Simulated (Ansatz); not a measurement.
Geometry optimisation, RKS PBE/def2-mTZVP in Ansatz.

The input (input.yaml):

```yaml
crystal:
  periodic: [false, false, false]
  atoms:
    - { symbol: Ge, position_ang: [0.0, 0.0, 0.0] }
    - { symbol: H, position_ang: [0.0, 0.0, 1.9] }
    - { symbol: H, position_ang: [1.4616, 0.0, -0.5162] }
    - { symbol: H, position_ang: [-0.73, 1.2648, -0.5162] }
    - { symbol: C, position_ang: [-0.9232, -1.5994, -0.6527] }
    - { symbol: H, position_ang: [-1.4228, -2.1111, 0.1962] }
    - { symbol: H, position_ang: [-1.6833, -1.3066, -1.4068] }
    - { symbol: H, position_ang: [-0.1873, -2.288, -1.1178] }
    - { symbol: S, position_ang: [-2.4199, 0.0, 0.8041] }
    - { symbol: H, position_ang: [-3.1755, -0.8728, 0.0121] }
    - { symbol: H, position_ang: [-0.9767, 0.0, 1.9513] }
basis:
  gaussian: { orbitals: def2-mTZVP }
hamiltonian:
  xc: pbe
relax:
  f_tol: 0.15
  max_steps: 25
  restrain:
    - { distance: [0, 8], at: 2.25, k: 30.0 }
    - { distance: [10, 1], at: 0.66, k: 30.0 }
    - { distance: [0, 1], at: 2.75, k: 30.0 }
    - { distance: [10, 8], at: 2.6, k: 30.0 }
output:
  orbitals: {}
```

Run as:

```bash
$ ansatz run input.yaml --threads 2 --pin off --max-ram 3072MiB --backend cpu --events-out ev --progress --plain --runs-dir out
```

Q: Where does it end, and by what steps?

A: The forces met the threshold. The restraints hold the end off the free minimum. After 14 steps the energy has fallen by 3.974 eV (the restraints' own energy left out); H3 moved furthest, 1.30 Å. Joined: H2–H11 (0.98 → 0.71 Å).

```tsv
step	energy less start (eV)	largest force component (eV/Å)	accepted
0	0.0000	2.898	yes
1	-0.3638	1.864	yes
2	-0.5398	3.477	yes
3	-1.7275	3.057	yes
4	-2.4780	2.126	yes
5	-2.9983	1.424	yes
6	-3.3988	0.998	yes
7	-3.6665	1.275	yes
8	-3.8415	1.381	yes
9	-3.9004	1.466	yes
10	-3.9602	0.928	yes
11	-3.9704	1.444	yes
12	-3.9859	0.373	no
13	-3.9733	1.450	yes
14	-3.9736	1.440	yes
```

```xyz
11
Properties=species:S:1:pos:R:3
Ge -0.611 0.209 -0.410
H -0.108 -0.840 2.095
H 0.682 0.567 0.363
H -0.627 1.014 -1.739
C -0.777 -1.715 -0.783
H -0.815 -2.303 0.143
H -1.692 -1.902 -1.360
H 0.081 -2.056 -1.379
S -2.362 0.895 0.835
H -3.095 -0.234 0.615
H -0.732 -0.546 2.273
```

The run took 33 s on 2 threads of Arm Neoverse V1, with other jobs on the host, peak memory 0.14 GiB.
